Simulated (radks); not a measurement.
Results of a calculation; reference values are marked as such.
Isoelectronic series with 45 electrons, all held in the configuration [Kr] 4d8 5s1, which need not be the ground one along the series. Level of theory: scalar-relativistic Kohn-Sham, PBE, spin-polarised, spherical densities, point nucleus; open shells are filled with parallel spins first (spin-orbit coupling, left out, can overturn this in heavy ions) (a radial shooting solver on a logarithmic mesh with Libxc functionals). Total energies (hartree) and orbital eigenvalues (hartree) (* marks an orbital that is empty in some or all of the ions):

| ion | E (hartree) | 5s down* | 5s up | 4d down |
|---|---|---|---|---|
| Rh | -4784.15449 | -0.13018 | -0.17499 | -0.18431 |
| Ag2+ | -5314.64604 | -0.79299 | -0.85369 | -1.17319 |
| In4+ | -5876.89388 | -1.70633 | -1.77825 | -2.54057 |
| Sb6+ | -6471.06227 | -2.83209 | -2.91370 | -4.22461 |
| I8+ | -7097.41474 | -4.15590 | -4.24647 | -6.20099 |
| Cs10+ | -7756.2722 | -5.67087 | -5.76997 | -8.45730 |
| La12+ | -8447.9992 | -7.37345 | -7.48081 | -10.98630 |
| Pr14+ | -9172.9984 | -9.26193 | -9.37735 | -13.78340 |
| Pm16+ | -9931.7094 | -11.33572 | -11.45907 | -16.84555 |
| Eu18+ | -10724.6081 | -13.59502 | -13.72621 | -20.17069 |
| Tb20+ | -11552.2080 | -16.04059 | -16.17956 | -23.75741 |
